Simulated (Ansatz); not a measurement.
Coupled-cluster diagnostics for Li9H8⁺, Ansatz.

Geometry of the singlet (PBE-D4/def2-SVP):

```xyz
17

Li   -1.883    0.101   -1.385
Li   -1.282    1.550    0.912
Li   -0.647    2.206   -1.436
Li   -1.261   -1.105    1.489
Li    0.728    0.064   -3.244
Li    0.801   -0.083   -0.461
Li    1.554   -1.910    1.821
Li    3.001   -1.281   -1.128
Li   -0.360    0.001    3.535
H    -1.487    0.495    2.342
H     2.217   -1.263    0.399
H    -0.672    0.795   -2.599
H     0.144   -1.492    2.724
H    -0.896   -0.920   -0.219
H    -2.186    1.694   -0.628
H     0.351    1.641    0.002
H     1.879   -0.495   -2.124
```

Correlated methods freeze no core orbitals; core or outer-core shells of Li are correlated, in sets that lack core-valence functions. The structure comes from a short search, and lower isomers may exist.

Estimate the CCSD(T) correlation energy, the shares of MP2 and (T), T1 and the reference's ⟨S²⟩ for: charge 1, singlet, own geometry in def2-TZVP; and the rough time on 4 threads of Arm Neoverse V1 on a shared host.


```
                          state      basis  correlation (eV)  MP2 share (%)  (T) share (%)     T1  ⟨S²⟩ (pure)  wall time
charge 1, singlet, own geometry  def2-TZVP           -15.356           83.3            0.5  0.005  0.00 (0.00)       58 s
```
Customary marks for T1 are 0.02 (closed shells), 0.045 (open shells) and about 0.05 (3d metals). T1 stays under 0.02 throughout.
